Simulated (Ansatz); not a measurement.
```yaml
crystal:
  periodic: [false, false, false]
  atoms:
    - {symbol: F, position_ang: [-1.025997, 1.127201, 0.204622]}
    - {symbol: C, position_ang: [-0.135710, 0.753386, 0.267854]}
    - {symbol: O, position_ang: [0.065580, 0.306820, -0.584860]}
    - {symbol: Si, position_ang: [0.218830, -0.771917, -0.309355]}
    - {symbol: Se, position_ang: [-0.084378, -0.327947, 1.006381]}
    - {symbol: H, position_ang: [0.283608, 1.117743, 0.403029]}
    - {symbol: H, position_ang: [-0.455270, -1.198968, -0.787713]}
    - {symbol: H, position_ang: [1.187219, -0.929046, -0.435508]}
basis:
  gaussian: {orbitals: def2-SVPD}
hamiltonian: {xc: {name: PBE0-DH}}
accuracy: high
output: {forces: true}
```

```sh
$ ansatz run in.yaml --threads 4 --pin off --events-out ev --progress --plain --max-ram 10444MiB
```

Output, abridged:

```
Functional definition: PBE0-DH
2819 factors; integrals over basis functions are off by at most 4.5e-9 eV
mean field evaluation 1: about -78929.5756 eV, gradient 8.4e1 eV
mean field evaluation 2: about -78930.9004 eV, gradient 8.2e1 eV
mean field evaluation 4: about -78941.6682 eV, gradient 5.8e0 eV
mean field evaluation 8: about -78941.7685 eV, gradient 2.8e-1 eV
mean field evaluation 16: about -78941.7688 eV, gradient 2.4e-4 eV
mean field -78941.76878724 eV, -2901.0564942783 hartree, gradient 6.2e-8 eV, S^2 0.000000; 0 other end points of the search recorded, 0 dependent functions left out
17 core orbitals not correlated: weight in the atoms' cores, before any rotation towards them, 0.997 or more for the frozen orbitals, at most 0.001 for the correlated occupied ones
reference -78941.76878964 eV, -2901.0564943666 hartree; 20, 20 occupied and 118, 118 virtual orbitals, 2819 factors
second order -27.12476213 eV of doubles, -0.00000000 eV of singles
Total energy: -78945.15938491 eV, -2901.1810964444 hartree
Atom 0 at    -1.025997     1.127201     0.204622 Å, force   -65.181594    34.571369    -0.845282 eV/Å
Atom 1 at    -0.135710     0.753386     0.267854 Å, force   -35.417513   -17.679284    -2.896185 eV/Å
Atom 2 at     0.065580     0.306820    -0.584860 Å, force     7.972543    54.316786   -85.472152 eV/Å
Atom 3 at     0.218830    -0.771917    -0.309355 Å, force    27.665855   -81.073763   -29.758653 eV/Å
Atom 4 at    -0.084378    -0.327947     1.006381 Å, force   -13.482937   -29.735602   120.233111 eV/Å
Atom 5 at     0.283608     1.117743     0.403029 Å, force    76.053304    69.262484    25.918163 eV/Å
Atom 6 at    -0.455270    -1.198968    -0.787713 Å, force   -27.747210   -21.885169   -21.727765 eV/Å
Atom 7 at     1.187219    -0.929046    -0.435508 Å, force    30.137553    -7.776821    -5.451237 eV/Å
Dipole moment:     0.091021     0.224701    -0.192098 e Å
```

Question: Something in this input is off. What?

Answer: The geometry is squeezed to about two thirds of its size. The run converged. The result belongs to that input, not to the molecule as meant.
